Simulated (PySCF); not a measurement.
**Cobalt: highly charged ions in a basis for the neutral atom**

Co¹⁷⁺ [Ne], Co¹⁸⁺ [He] 2s2 2p5. Calculation: PySCF 2.14, in def2-TZVP (6s4p4d1f, 45 functions); the non-relativistic Hamiltonian (point nucleus). No spin-orbit coupling, so a gap to NIST mixes the basis error with missing relativistic terms.

Changed run: basis of the neutral atom used for a highly charged ion. This setting is unsound on purpose.

```tsv
species	method	sound run (hartree)	changed run (hartree)	converged
Co¹⁷⁺	UHF	not run	-1236.85233	yes
Co¹⁷⁺	PBE0	not run	-1236.96803	yes
Co¹⁷⁺	TPSS	not run	-1237.24289	yes
Co¹⁸⁺	UHF	not run	-1185.39288	yes
Co¹⁸⁺	PBE0	not run	-1185.49201	yes
Co¹⁸⁺	TPSS	not run	-1185.78612	yes
```

Ionisation energy of Co¹⁷⁺:

| method | changed run (eV) | NIST (eV) |
| --- | --- | --- |
| UHF | 1400.3 | 1397.2 ± 0.5 |
| PBE0 | 1400.7 | 1397.2 ± 0.5 |
| TPSS | 1400.2 | 1397.2 ± 0.5 |

The contracted functions were made for the neutral atom and can be too rigid for a highly charged ion.
